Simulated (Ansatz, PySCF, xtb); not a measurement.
Gas-phase reaction 2 R1 → P1 + P2, each structure at its B3LYP-D3(BJ)/def2-TZVP stationary point, reached from a drawn start (curvature not checked).
R1, SiH4 (SMILES [SiH4]) (charge 0, multiplicity 1, Z-matrix in Å and degrees):
```
Si
H 1 1.4803
H 1 1.4803 2 109.47
H 1 1.4803 2 109.47 3 120.00
H 1 1.4803 2 109.47 3 -120.00
```
P1, Si2H6 (SMILES [SiH3][SiH3]) (charge 0, multiplicity 1):
```xyz
8

Si    -1.16602     0.11850    -0.01748
Si     1.16602    -0.11848     0.01748
H     -1.76297    -0.81182    -1.00642
H     -1.53658     1.50596    -0.38829
H     -1.73391    -0.18251     1.31922
H      1.53659    -1.50593     0.38830
H      1.76296     0.81185     1.00642
H      1.73391     0.18253    -1.31922
```
P2: H2 (SMILES [H][H]), charge 0, multiplicity 1.

P less R. No zero-point or thermal terms.

The values were computed with Ansatz (Gaussian basis) for Hartree–Fock, density functionals and correlated methods; PySCF for the D3/D4 terms; xtb for the GFN methods. All values are computed, each at the level named.

Q: One of these levels gives 143.5 kJ/mol for the reaction energy. Which one is it?
A. GFN1-xTB
B. revPBE-D3(BJ)/def2-TZVPP
C. GFN2-xTB
D. wB97X-V/def2-TZVPP

A: A, GFN1-xTB. The others give 122.5 (GFN2-xTB), 2.7 (revPBE-D3(BJ)/def2-TZVPP), 20.7 (wB97X-V/def2-TZVPP)

Ansatz is a quantum-chemistry and plane-wave program.
